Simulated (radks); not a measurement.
The numbers below are computed, except where a source is named.
Coherent X-ray form factor from a spherical all-electron density. Code: a radial shooting solver on a logarithmic mesh with Libxc functionals. Model: Dirac Kohn-Sham, PBE, spin-unpolarised, spherical densities, point nucleus.

sin(theta)/lambda (1/angstrom),f0 (electrons)
0.05,76.117
0.1,73.695
0.15,70.260
0.2,66.365
0.25,62.410
0.3,58.623
0.4,51.882
0.5,46.267
0.6,41.553
0.8,33.926
1,27.932
1.25,22.355
1.5,18.648
2,14.599

The species is in the configuration that NIST lists as its ground one. Which atom or ion scatters so?

Answer. The platinum ion Pt+, [Xe] 4f14 5d9. Extrapolating in s^2 from the first two rows gives f0(0) = 76.9, near the electron count 77; among species with that count, the fall with angle is slower the higher Z, and the table is that of Z = 78; from so few rows the species is fixed only to a neighbour or two.
